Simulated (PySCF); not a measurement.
Se³⁺ (selenium, charge +3) across methods

[Ar] 3d10 4s2 4p1, 2P determinant. Calculation: PySCF 2.14, in aug-cc-pVQZ-PP with ECP10MDF (7s6p5d3f2g, 89 functions); scalar relativity through the core potential.

```json
{"method": "revPBE", "E (hartree)": "-370.9038", "mean ε 4s α (eV)": "-49.540", "mean ε 4s β (eV)": "-48.340", "mean ε 4p α (eV)": "-36.891", "Σ⟨r²⟩ (bohr²)": "18.12", "⟨S²⟩": "0.752"}
{"method": "LDA", "E (hartree)": "-370.2664", "mean ε 4s α (eV)": "-50.047", "mean ε 4s β (eV)": "-49.037", "mean ε 4p α (eV)": "-36.919", "Σ⟨r²⟩ (bohr²)": "18.09", "⟨S²⟩": "0.751"}
{"method": "UHF", "E (hartree)": "-369.64533", "mean ε 4s α (eV)": "-55.584", "mean ε 4s β (eV)": "-52.440", "mean ε 4p α (eV)": "-42.275", "Σ⟨r²⟩ (bohr²)": "18.25", "⟨S²⟩": "0.758"}
{"method": "wB97X-V", "E (hartree)": "-370.8128", "mean ε 4s α (eV)": "-53.928", "mean ε 4s β (eV)": "-52.427", "mean ε 4p α (eV)": "-40.789", "Σ⟨r²⟩ (bohr²)": "18.14", "⟨S²⟩": "0.752"}
{"method": "BLYP", "E (hartree)": "-370.8188", "mean ε 4s α (eV)": "-49.631", "mean ε 4s β (eV)": "-48.647", "mean ε 4p α (eV)": "-36.746", "Σ⟨r²⟩ (bohr²)": "18.12", "⟨S²⟩": "0.751"}
{"method": "PBE", "E (hartree)": "-370.8344", "mean ε 4s α (eV)": "-49.651", "mean ε 4s β (eV)": "-48.518", "mean ε 4p α (eV)": "-36.898", "Σ⟨r²⟩ (bohr²)": "18.11", "⟨S²⟩": "0.752"}
{"method": "r2SCAN", "E (hartree)": "-370.6923", "mean ε 4s α (eV)": "-50.233", "mean ε 4s β (eV)": "-48.875", "mean ε 4p α (eV)": "-37.486", "Σ⟨r²⟩ (bohr²)": "18.07", "⟨S²⟩": "0.754"}
{"method": "PBE0", "E (hartree)": "-370.7999", "mean ε 4s α (eV)": "-51.367", "mean ε 4s β (eV)": "-49.792", "mean ε 4p α (eV)": "-38.427", "Σ⟨r²⟩ (bohr²)": "18.11", "⟨S²⟩": "0.752"}
{"method": "LC-wPBE", "E (hartree)": "-370.8735", "mean ε 4s α (eV)": "-54.618", "mean ε 4s β (eV)": "-52.986", "mean ε 4p α (eV)": "-41.459", "Σ⟨r²⟩ (bohr²)": "18.09", "⟨S²⟩": "0.753"}
```

Energies and moments cover only the electrons outside the core potential.
